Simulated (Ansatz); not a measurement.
C2H9FInP, SMILES `[CH3][In-]([CH3])([F])[PH3+]`, relaxed with RKS PBE-D4/def2-SVP in the Gaussian-basis code of Ansatz from a rough embedded geometry. The force threshold is 0.03 eV/Å; the program also tests the step.

Total charge 0; spin multiplicity 1. In takes the def2 core potential.

Start:

```xyz
14

C     1.406    0.413   -1.443
In    0.409   -0.351    0.273
C     0.018    1.294    1.634
F     1.523   -1.746    1.229
P    -1.744   -1.388   -0.439
H     1.644    1.514   -1.357
H     2.432   -0.101   -1.564
H     0.853    0.222   -2.352
H     0.541    1.135    2.654
H     0.376    2.262    1.244
H    -1.083    1.388    1.847
H    -2.799   -0.695    0.229
H    -1.718   -2.723   -0.115
H    -1.858   -1.224   -1.840
```

Q: How much energy does the relaxation release, and in how many steps? (Best estimate.)

A: Computed: 27.24 kcal/mol, in 26 steps, 1 of them rejected.

Q: Which bonds change most? (Estimate.)

A: Ansatz gave: In2–P5 from 2.493 to 2.871 Å; P5–H13 from 1.374 to 1.428 Å; C3–H9 from 1.158 to 1.107 Å; C1–H7 from 1.154 to 1.106 Å.

Q: Give the relaxed structure. (Estimate.)

A: Ansatz gave: 
```xyz
14

C     1.724    0.374   -1.630
In    0.637    0.284    0.244
C    -0.169    1.589    1.777
F     0.757   -1.611    0.995
P    -1.624   -1.360   -0.409
H     2.696    0.885   -1.486
H     1.903   -0.659   -1.983
H     1.139    0.931   -2.387
H    -0.359    0.985    2.685
H     0.535    2.409    2.017
H    -1.122    2.029    1.424
H    -2.106   -1.910    0.818
H    -1.122   -2.576   -0.964
H    -2.888   -1.369   -1.102
```
